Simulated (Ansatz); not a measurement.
Calculated with Ansatz (gas phase, PBE0-D4/def2-TZVP geometries, no zero-point term in ΔE). CBS: MP2 limit from def2 TZ/QZ plus the TZ coupled-cluster correction, frozen cores. DFT in def2-TZVPP. B3LYP here is the variant with VWN-RPA as its local correlation; programs differ in this. For Ge outer-core shells are correlated without core-valence functions, which leaves a few kJ/mol of doubt a bond. Scalar relativity is left out up to krypton. One conformer a species, not always the lowest.

`[OH][GeH]([GeH3])[GeH3]` + `B[CH2][AlH2]` → `B[CH2][AlH][GeH3]` + `[OH][GeH2][GeH3]`  (formal exchange of groups at a Ge–Ge bond)

```tsv
level	ΔE (kJ/mol)	difference from CCSD(T)/CBS
PBE0-D4	0.2	-2.4
ωB97X-V	3.3	0.7
B2PLYP	4.4	1.8
r2SCAN	-0.1	-2.7
B3LYP	3.1	0.5
MP2/def2-TZVPP	7.4	4.8
SCS-MP2/def2-TZVPP	6.7	4.1
MP2/def2-QZVPP	7.0	4.4
SCS-MP2/def2-QZVPP	6.2	3.6
HF/CBS(def2)	3.9	1.3
CCSD(T)/CBS	2.6	0
```

Largest T1 diagnostic among the species: 0.012.
